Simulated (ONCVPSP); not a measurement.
# germanium ONCV: all-electron and pseudo phase curves

- Element: Ge (Z = 32)
- Generator: ONCVPSP 4.0.1
- Type: optimised norm-conserving Vanderbilt (ONCV)
- Functional: LDA (Perdew-Wang 92)
- Relativity: fully relativistic
- Frozen core: [Ar] 3d10
- Valence charge: 4
- Reference configuration: 4s2 4p2
- Partial waves: 4s: rc 1.65 bohr, ncon 3, nbas 7, qcut 4.2 1/bohr, 1 projector; 4p: rc 2.15 bohr, ncon 4, nbas 9, qcut 4.5 1/bohr, 2 projectors, debl 2.2 Ha
- Local potential: polynomial inside 1.15 bohr (lpopt 5, dvloc0 1 Ha)
- Core correction: none

Open shells are filled in proportion to 2j + 1.

The phase is arctan(r·R′/R) of the radial function R(r), unwrapped; energies in Ha, scanned from -2 to 5 Ha. A pole is an energy at which the radial function vanishes at the test radius. The pseudo phase is shifted by a multiple of π to meet the all-electron one at the reference energy, and phase errors are pseudo minus all-electron; the curves can meet again beyond the range given. Levels narrower than the energy grid can be missing from the lists of poles. Where the grid stepped over a known ghost or core level, its pole and its step of π were put in at the level’s energy.

```tsv
channel	radius (bohr)	reference energy (Ha)	poles, all-electron	poles, pseudo	unbroken range about the reference energy with phases within 0.05 rad	phase error 1 Ha above the reference energy (rad)
s	1.67	-0.44	2.53	-0.56, 2.59	-0.5 to 4.8	+0.012
p3/2	2.18	-0.15	1.26	1.26	below 3.2	-0.000
p1/2	2.18	-0.15	1.21	1.21	below 3.2	-0.000
```

Note: ghosts flagged at negative energy: s at -15.3 eV; no localised positive-energy state flagged. A true bound ghost makes a file unfit for plane-wave use.

Phases in the s channel:

```
E (Ha)  all-electron  pseudo
 -1.98         0.901   4.009
 -1.80         0.817   3.921
 -1.62         0.710   3.809
 -1.44         0.570   3.664
 -1.26         0.390   3.480
 -1.08         0.163   3.255
 -0.90        -0.098   3.001
 -0.72        -0.364   2.746
 -0.54        -0.602  -0.572
 -0.36        -0.796  -0.794
 -0.18        -0.946  -0.940
  0.00        -1.062  -1.053
  0.18        -1.152  -1.141
  0.36        -1.223  -1.212
  0.54        -1.281  -1.269
  0.72        -1.328  -1.317
  0.90        -1.368  -1.357
  1.08        -1.402  -1.391
  1.26        -1.431  -1.421
  1.44        -1.457  -1.447
  1.62        -1.480  -1.471
  1.80        -1.501  -1.492
  1.98        -1.520  -1.512
  2.16        -1.538  -1.530
  2.34        -1.554  -1.548
  2.52        -1.570  -1.564
  2.70        -1.585  -1.580
  2.88        -1.600  -1.596
  3.06        -1.615  -1.612
  3.24        -1.629  -1.628
  3.42        -1.643  -1.644
  3.60        -1.658  -1.661
  3.78        -1.674  -1.679
  3.96        -1.690  -1.699
  4.14        -1.707  -1.720
  4.32        -1.726  -1.745
  4.50        -1.746  -1.773
  4.68        -1.768  -1.806
  4.86        -1.793  -1.846
```
